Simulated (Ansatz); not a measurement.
A nudged elastic band was laid between two geometries of FGeH3 + H2 (7 atoms, charge 0, multiplicity 1).

Method: RHF/def2-SVP (Ansatz).

- movable images: 9
- climbing image: yes
- spring: 5.0 eV/Å²
- optimiser: quadratic models (default)
- start path: through a guess of the saddle point
- force threshold: 0.03 eV/Å
- iteration limit: 60
- end points: relaxed

First end point:

```xyz
7
Properties=species:S:1:pos:R:3
Ge 0.611 0.000 -0.453
F -0.217 0.000 1.070
H 2.103 0.000 -0.132
H 0.176 1.268 -1.183
H 0.176 -1.268 -1.183
H -3.314 0.000 2.353
H -2.603 0.000 2.122
```

Last end point:

```xyz
7
Properties=species:S:1:pos:R:3
Ge -0.093 -0.005 -0.605
F -0.932 0.023 3.103
H 1.068 -0.009 0.390
H -0.032 1.251 -1.481
H -0.030 -1.254 -1.492
H -1.429 -0.010 0.154
H -1.623 0.004 2.525
```

What changes between the two ends?

Bonds broken: Ge1–F2, H6–H7. Bonds formed: Ge1–H6, F2–H7. FGeH3 + H2 becomes FH + GeH4.

Give the energies along the band, and the barrier.

The forces met the threshold. The highest image is number 6 of 0 to 10, 62.4 kcal/mol above the first end and 55.2 kcal/mol above the last; the last end lies 7.1 kcal/mol above the first. Neighbouring images differ by up to 1.8 eV, so the band resolves the path poorly. A vibrational analysis at the climbing image gives 2 clearly imaginary modes (1686i, 112i cm⁻¹): a point of higher order, so a lower path passes nearby. The orbitals stay closed-shell, which can raise the energy where a bond breaks towards radicals; this wasn't checked here.

```json
{"image": "0", "path coordinate (Å)": "0.00", "energy (kcal/mol)": "0.0", "Ge1–F2 (Å)": "1.73", "H6–H7 (Å)": "0.75", "Ge1–H6 (Å)": "4.82"}
{"image": "1", "path coordinate (Å)": "0.68", "energy (kcal/mol)": "0.1", "Ge1–F2 (Å)": "1.73", "H6–H7 (Å)": "0.75", "Ge1–H6 (Å)": "4.47"}
{"image": "2", "path coordinate (Å)": "1.36", "energy (kcal/mol)": "0.2", "Ge1–F2 (Å)": "1.73", "H6–H7 (Å)": "0.75", "Ge1–H6 (Å)": "4.03"}
{"image": "3", "path coordinate (Å)": "2.04", "energy (kcal/mol)": "0.5", "Ge1–F2 (Å)": "1.73", "H6–H7 (Å)": "0.75", "Ge1–H6 (Å)": "3.46"}
{"image": "4", "path coordinate (Å)": "2.72", "energy (kcal/mol)": "3.7", "Ge1–F2 (Å)": "1.74", "H6–H7 (Å)": "0.74", "Ge1–H6 (Å)": "2.83"}
{"image": "5", "path coordinate (Å)": "3.40", "energy (kcal/mol)": "21.4", "Ge1–F2 (Å)": "1.79", "H6–H7 (Å)": "0.75", "Ge1–H6 (Å)": "2.27"}
{"image": "6", "path coordinate (Å)": "4.08", "energy (kcal/mol)": "62.4", "Ge1–F2 (Å)": "2.07", "H6–H7 (Å)": "1.00", "Ge1–H6 (Å)": "1.85"}
{"image": "7", "path coordinate (Å)": "4.66", "energy (kcal/mol)": "33.3", "Ge1–F2 (Å)": "2.49", "H6–H7 (Å)": "1.34", "Ge1–H6 (Å)": "1.62"}
{"image": "8", "path coordinate (Å)": "5.23", "energy (kcal/mol)": "13.5", "Ge1–F2 (Å)": "2.96", "H6–H7 (Å)": "1.58", "Ge1–H6 (Å)": "1.55"}
{"image": "9", "path coordinate (Å)": "5.81", "energy (kcal/mol)": "7.8", "Ge1–F2 (Å)": "3.44", "H6–H7 (Å)": "1.94", "Ge1–H6 (Å)": "1.54"}
{"image": "10", "path coordinate (Å)": "6.38", "energy (kcal/mol)": "7.1", "Ge1–F2 (Å)": "3.80", "H6–H7 (Å)": "2.38", "Ge1–H6 (Å)": "1.54"}
```

What is the geometry of the highest image?


```xyz
7
Properties=species:S:1:pos:R:3
Ge -0.120 -0.001 -0.086
F -0.263 0.002 1.977
H 1.382 -0.001 0.203
H -0.477 1.291 -0.817
H -0.476 -1.292 -0.818
H -1.822 -0.001 0.645
H -1.293 0.001 1.488
```

Run time: 2.1 min on 1 thread of Arm Neoverse V1 (shared host), peak memory 0.13 GiB.
